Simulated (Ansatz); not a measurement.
Basis-set extrapolation for C$_{2}$H$_{7}$FSi$_{2}$ (`F[SiH]1CC[SiH2]1`) (PBE0-D4/def2-TZVP geometry, frozen core, the Gaussian-basis code of Ansatz). Multiplicity 1, RHF reference.

|  | def2-TZVPP | def2-QZVPP |
| --- | --- | --- |
| HF | -757.253820 | -757.280131 |
| MP2 correlation | -0.833828 | -0.898218 |
| CCSD(T) correlation | -0.916983 | not run |

Energies in hartree. Use E(X) = E(∞) + A·exp(−7.88·√X) for Hartree–Fock and E(X) = E(∞) + B·X^(−2.97) for correlation, with X = 3 and 4, and add CCSD(T) minus MP2 of the smaller set to the MP2 limit.

Q: What is the CCSD(T) energy at the basis-set limit?

A: HF limit: -757.280131 + (-0.026311) × 0.13774 = -757.28376. MP2 limit: -0.898218 + (-0.064390) × 0.74074 = -0.94591. Higher-order term: -0.916983 − (-0.833828) = -0.08315. Total: -758.31282 hartree, 372.9 kJ/mol below CCSD(T)/def2-TZVPP.
